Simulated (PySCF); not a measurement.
C₄H₁₄Si₃.
Atom-mapped SMILES: `[SiH3:1][C:2]([SiH3:3])([SiH3:4])[CH:5]1[CH2:6][CH2:7]1` (hydrogens: H8, H9, H10 on Si1; H11, H12, H13 on Si3; H14, H15, H16 on Si4; H17 on C5; H18, H19 on C6; H20, H21 on C7)

All values: CAM-B3LYP/def2-SVPD (PySCF, non-relativistic), on one gas-phase PBE0-D3(BJ)/def2-SVP geometry that isn't relaxed in the solvent. The solvent is an IEF-PCM continuum (van der Waals radii × 1.2), and excitations are vertical TDDFT with non-equilibrium linear response and a frozen core. Specific hydrogen bonds and non-electrostatic terms are outside this model.

Gas-phase singlets (H = HOMO, L = LUMO):

```tsv
state	E (eV)	λ (nm)	f	leading configurations
S1	7.235	171	0.020	H→L 52%, H→L+1 40%
S2	7.444	167	0.019	H→L+2 79%, H→L+3 12%
S3	7.473	166	0.015	H→L+3 52%, H→L+4 18%
S4	7.679	161	0.046	H→L+1 40%, H→L 34%
S5	7.725	160	0.026	H-1→L 44%, H-1→L+1 42%
```

Task: Give the list for chloroform (ε = 4.711), n² = 2.09.

Result: 
```tsv
state	E (eV)	λ (nm)	f	leading configurations	change by rank (eV)
S1	7.213	172	0.035	H→L+1 58%, H→L 34%	-0.022
S2	7.409	167	0.028	H→L+3 84%	-0.035
S3	7.436	167	0.021	H→L+2 52%, H→L+5 30%	-0.037
S4	7.639	162	0.099	H→L 56%, H→L+1 28%	-0.040
S5	7.693	161	0.049	H-1→L+1 58%, H-1→L 28%	-0.032
```

Task: The ground-state energy changes by -0.031 eV from gas to chloroform. By how much does the total energy of gas-phase S2 change?

Result: E(S2) = E(S0) + excitation energy, so it changes by -0.031 − 0.035 = -0.066 eV: it is lowered more than the ground state, which is what a red shift means. This is the vertical state, with the slow part of the continuum still set for S0.

Task: How do the frontier levels move from gas to chloroform?

Result: 
```json
{"orbital": "LUMO+2", "gas (eV)": "1.47", "solvent (eV)": "1.56", "change (eV)": "+0.09"}
{"orbital": "LUMO+1", "gas (eV)": "1.22", "solvent (eV)": "1.31", "change (eV)": "+0.09"}
{"orbital": "LUMO", "gas (eV)": "1.12", "solvent (eV)": "1.22", "change (eV)": "+0.10"}
{"orbital": "HOMO", "gas (eV)": "-8.97", "solvent (eV)": "-8.83", "change (eV)": "+0.14"}
{"orbital": "HOMO-1", "gas (eV)": "-9.49", "solvent (eV)": "-9.35", "change (eV)": "+0.14"}
{"orbital": "HOMO-2", "gas (eV)": "-10.35", "solvent (eV)": "-10.22", "change (eV)": "+0.13"}
{"orbital": "HOMO-3", "gas (eV)": "-10.66", "solvent (eV)": "-10.57", "change (eV)": "+0.09"}
```

The HOMO–LUMO gap goes from 10.08 to 10.05 eV.

Conformer computed: `[SiH3:1][C:2]([SiH3:3])([SiH3:4])[CH:5]1[CH2:6][CH2:7]1`: Si1–C2–C5–C6 82°.
